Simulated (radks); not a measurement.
The chlorine ion Cl+, 16 electrons, occupied as [Ne] 3s2 3p(up 3, down 1). All-electron calculation, scalar-relativistic Kohn-Sham, PBE, spin-polarised, spherical densities, finite nucleus; Fermi nuclear charge, rms radius 3.3654 fm. Program: a radial shooting solver on a logarithmic mesh with Libxc functionals.

Normalised radial functions P(r) = r R(r), r in bohr:

r,2p down,3p down
0.002958,0.0014,0.0004
0.003336,0.0018,0.0005
0.003761,0.0023,0.0007
0.00424,0.0029,0.0009
0.004781,0.0036,0.0011
0.00539,0.0046,0.0014
0.006127,0.0058,0.0018
0.006908,0.0073,0.0022
0.007788,0.0092,0.0028
0.008781,0.0116,0.0035
0.009901,0.0145,0.0044
0.01116,0.0182,0.0055
0.01259,0.0228,0.0069
0.01419,0.0285,0.0086
0.016,0.0357,0.0107
0.01804,0.0445,0.0134
0.0205,0.0562,0.0169
0.02312,0.0697,0.0210
0.02607,0.0864,0.0260
0.02939,0.1067,0.0321
0.03314,0.1313,0.0394
0.03736,0.1610,0.0483
0.04212,0.1966,0.0590
0.0475,0.2391,0.0717
0.05355,0.2891,0.0866
0.06038,0.3476,0.1040
0.06808,0.4154,0.1241
0.07737,0.4982,0.1485
0.08724,0.5860,0.1741
0.09836,0.6831,0.2022
0.1109,0.7886,0.2323
0.125,0.9005,0.2636
0.141,1.0160,0.2948
0.159,1.1315,0.3245
0.1792,1.2420,0.3506
0.2021,1.3418,0.3707
0.2278,1.4246,0.3820
0.259,1.4864,0.3808
0.292,1.5131,0.3641
0.3292,1.5048,0.3295
0.3712,1.4588,0.2751
0.4185,1.3753,0.1999
0.4718,1.2574,0.1044
0.532,1.1117,-0.0090
0.5998,0.9472,-0.1363
0.6763,0.7748,-0.2716
0.7625,0.6061,-0.4073
0.8597,0.4513,-0.5350
0.9771,0.3106,-0.6532
1.102,0.2057,-0.7383
1.242,0.1274,-0.7915
1.401,0.0733,-0.8084
1.579,0.0387,-0.7888
1.78,0.0187,-0.7360
2.007,0.0081,-0.6571
2.263,0.0031,-0.5610
2.552,0.0011,-0.4575
2.877,0.0003,-0.3556
3.27,0.0001,-0.2567
3.687,0.0000,-0.1782
4.157,0.0000,-0.1158
4.687,0.0000,-0.0698
5.285,0.0000,-0.0388
5.959,0.0000,-0.0196

2p down: eigenvalue -204.09 eV, 0 radial nodes, <r> = 0.407 bohr, 90 % of the charge inside 0.675 bohr. 3p down: eigenvalue -18.185 eV, 1 radial node at r = 0.527 bohr, <r> = 1.73 bohr, 90 % of the charge inside 2.69 bohr.
